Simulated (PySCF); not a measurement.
# Calculated NMR parameters of O=C(F)c1ccc(C(=O)F)o1

```
Formula                               : C6H2F2O3
SMILES                                : O=C(F)c1ccc(C(=O)F)o1
Point group of the computed structure : C2v
Degrees of unsaturation               : 5
Carbon signals                        : 3
Proton signals                        : 1
```

Molfile (atoms numbered from 1):
```
C6H2F2O3
     RDKit          3D

 13 13  0  0  0  0  0  0  0  0999 V2000
   -2.5715   -2.1248   -0.0119 O   0  0  0  0  0  0  0  0  0  0  0  0
   -2.3388   -0.9690   -0.0117 C   0  0  0  0  0  0  0  0  0  0  0  0
   -3.3592   -0.0618   -0.0186 F   0  0  0  0  0  0  0  0  0  0  0  0
   -1.0609   -0.2651   -0.0062 C   0  0  0  0  0  0  0  0  0  0  0  0
   -0.7897    1.0919   -0.0080 C   0  0  0  0  0  0  0  0  0  0  0  0
    0.6050    1.2040   -0.0004 C   0  0  0  0  0  0  0  0  0  0  0  0
    1.0891   -0.0924    0.0048 C   0  0  0  0  0  0  0  0  0  0  0  0
    2.4630   -0.5829    0.0130 C   0  0  0  0  0  0  0  0  0  0  0  0
    2.8773   -1.6868    0.0172 O   0  0  0  0  0  0  0  0  0  0  0  0
    3.3247    0.4762    0.0153 F   0  0  0  0  0  0  0  0  0  0  0  0
    0.0778   -0.9720    0.0009 O   0  0  0  0  0  0  0  0  0  0  0  0
   -1.5119    1.8826   -0.0128 H   0  0  0  0  0  0  0  0  0  0  0  0
    1.1908    2.1006    0.0007 H   0  0  0  0  0  0  0  0  0  0  0  0
  1  2  2  0
  2  3  1  0
  2  4  1  0
  4  5  2  0
  5  6  1  0
  6  7  2  0
  7  8  1  0
  8  9  2  0
  8 10  1  0
  7 11  1  0
 11  4  1  0
  5 12  1  0
  6 13  1  0
M  END
```

Computational details: geometry: GFN2-xTB, shieldings: GIAO PBE0/pcSseg-1, in PySCF 2.14.0 with density-fitted response routines (non-relativistic Hamiltonian, equivalent nuclei averaged, one computed conformer, no solvent).

Chemical shifts δ = σref − σ; TMS for ¹H (31.72 ppm), ¹³C (186.93 ppm); CFCl3 for ¹⁹F (170.95 ppm); ¹⁷O (336.08 ppm) vs H2O, all at this level.

| carbon | δC, type | δH (multiplicity) | HMBC from (2–3 bonds) | span of the C tensor (ppm) |
| --- | --- | --- | --- | --- |
| C2/C8 | 154.4, C | – | H12/H13 | 207 |
| C4/C7 | 151.2, C | – | H12/H13 | 127 |
| C5/C6 | 132.6, CH | 7.74 (m) | H12/H13 | 188 |

Other nuclei:
```tsv
atoms	nucleus	environment	δ (ppm)	σ (ppm)
F3/F10	¹⁹F	fluorine bonded to C	26.8	144.1
O1/O9	¹⁷O	carbonyl oxygen	443.4	-107.3
O11	¹⁷O	aromatic ring oxygen	317.1	19.0
```

1. Carbon types of the structure: 4 × C, 2 × CH, which accounts for all hydrogens.
2. δC 154.4: carbonyl carbon.
3. δC 151.2: substituted aromatic carbon next to the ring oxygen.
4. δC 132.6: aromatic CH; the aromatic region.
5. δH 7.74: hydrogen on an aromatic CH; ring current plus the deshielding of an ortho carbonyl group.

Splittings by ¹⁹F in the carbon and heteronuclear signals aren't shown, as no couplings were computed. Shifts are as computed. Against solution values, carbons near 30 ppm lie about +3 ppm off and those near 130 ppm about +5 ppm. Of 1211 compounds with measured shifts, 218 miss one by over three times the rms of a fit or turn the order of signals round; such compounds aren't used in these exercises. Unscaled 19F shifts against computed CFCl3 carry errors that often reach 10 to 50 ppm. Unscaled 17O shifts of doubly bonded oxygen tend to come out too high, by tens of ppm or more. Experimental scales use liquid or dissolved standards, which lie at an offset from isolated H2O (liquid H2O: subtract about 36 ppm).
